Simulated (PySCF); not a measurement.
A GIAO shielding run with PySCF 2.14.0 with density-fitted response routines (density fitting, non-relativistic, gas phase) on SMILES COC(=O)c1cccs1, C6H6O2S:

```
{"job": {"kind": "nmr", "xc": "PBE0", "basis": "pcSseg-1"}, "charge": 0, "multiplicity": 1}
C      3.071947     0.317386     0.354973
O      1.665593     0.502682     0.387043
C      0.904832    -0.438797    -0.197634
O      1.337017    -1.429420    -0.735395
C     -0.512056    -0.110033    -0.092413
C     -1.566426    -0.845806    -0.568563
C     -2.807604    -0.244262    -0.301261
C     -2.678498     0.934192     0.370530
S     -1.044917     1.336558     0.692265
H      3.501970     0.956646    -0.418118
H      3.304562    -0.726883     0.137965
H      3.460946     0.603378     1.330608
H     -1.432229    -1.777799    -1.086628
H     -3.752789    -0.664907    -0.593111
H     -3.456762     1.595055     0.697827
```

Hardware: 1 thread of an Arm Neoverse V2, shared host. The job also computes population analyses, field gradients, ring-centre shieldings.

Q: How large is the calculation?

A: 74 electrons, 190 basis functions and 1005 auxiliary functions.

Q: How long does it take?

A: 22 s of wall time, with 15 SCF cycles and 5 response iterations. Times on a shared host scatter by some tens of per cent.
